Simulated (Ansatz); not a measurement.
Constitutional and geometric isomers with formula CH6OSi2. All species are isolated molecules in the gas phase. One relaxed conformer stands for each flexible species; it need not be the lowest. Strings in code marks are SMILES.

Quantity: electronic energy of isomers of CH6OSi2 relative to `C=[SiH]O[SiH3]` (C–Si–O–Si torsion 1°), in kJ/mol. The restricted reference of `C=[SiH][SiH2]O` is unstable towards unrestricted orbitals.

A: `C=[SiH][SiH2]O` (C–Si–Si–O torsion -11°, Si–Si–O–H torsion -47°)
B: `OC1[SiH2][SiH2]1` (H–O–C–Si torsion 63°)
C: `[SiH3][C@@H]1O[SiH2]1`

Question: Put the candidates in order of electronic energy of isomers of CH6OSi2 relative to `C=[SiH]O[SiH3]` (C–Si–O–Si torsion 1°), lowest first, for frozen-core MP2/cc-pVTZ // B3LYP-D3(BJ)/def2-TZVP (Ansatz, a quantum-chemistry and plane-wave program).

Answer: A (99.3 kJ/mol), C (155.3 kJ/mol), B (264.7 kJ/mol)
